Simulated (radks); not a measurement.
Effect of the nuclear size on the niobium ion Nb18+, [Ar] 3d5. Method: Dirac Kohn-Sham, relativistic LDA (MacDonald-Vosko exchange, VWN5 correlation), spin-unpolarised, spherical densities, finite nucleus; open shells are shared between the two j in proportion to 2j + 1; Fermi nuclear charge, rms radius 4.324 fm; computed with a radial shooting solver on a logarithmic mesh with Libxc functionals. The rms radius is varied about that value; shifts are against it.

[
 {"rms radius (fm)": "3.697", "total energy shift (eV)": "-0.338", "density at nucleus (e/bohr^3)": "8.297e+04", "1s1/2 shift (meV)": "-142", "2s1/2 shift (meV)": "-15.2", "3s1/2 shift (meV)": "-3.03", "3p1/2 shift (meV)": "0.196", "3d5/2 shift (meV)": "0.191", "4s1/2 (empty) shift (meV)": "-0.923"},
 {"rms radius (fm)": "4.0862", "total energy shift (eV)": "-0.134", "density at nucleus (e/bohr^3)": "8.212e+04", "1s1/2 shift (meV)": "-56.3", "2s1/2 shift (meV)": "-6.02", "3s1/2 shift (meV)": "-1.20", "3p1/2 shift (meV)": "0.078", "3d5/2 shift (meV)": "0.076", "4s1/2 (empty) shift (meV)": "-0.365"},
 {"rms radius (fm)": "4.324", "total energy shift (eV)": "0", "density at nucleus (e/bohr^3)": "8.164e+04", "1s1/2 shift (meV)": "0.000", "2s1/2 shift (meV)": "0.000", "3s1/2 shift (meV)": "0.000", "3p1/2 shift (meV)": "0.000", "3d5/2 shift (meV)": "0.000", "4s1/2 (empty) shift (meV)": "0.000"},
 {"rms radius (fm)": "4.6483", "total energy shift (eV)": "0.193", "density at nucleus (e/bohr^3)": "8.104e+04", "1s1/2 shift (meV)": "81.4", "2s1/2 shift (meV)": "8.70", "3s1/2 shift (meV)": "1.73", "3p1/2 shift (meV)": "-0.112", "3d5/2 shift (meV)": "-0.109", "4s1/2 (empty) shift (meV)": "0.528"},
 {"rms radius (fm)": "4.8213", "total energy shift (eV)": "0.302", "density at nucleus (e/bohr^3)": "8.073e+04", "1s1/2 shift (meV)": "127", "2s1/2 shift (meV)": "13.6", "3s1/2 shift (meV)": "2.70", "3p1/2 shift (meV)": "-0.175", "3d5/2 shift (meV)": "-0.171", "4s1/2 (empty) shift (meV)": "0.824"}
]

Slopes of the eigenvalues against <r^2> in GHz/fm^2, as finite differences over the two radii next to the reference (eigenvalue slopes, not the field-shift constants of lines): 1s1/2 6780, 2s1/2 725, 3s1/2 144, 3p1/2 -9.36, 3d5/2 -9.11, 4s1/2 (empty) 44.0.
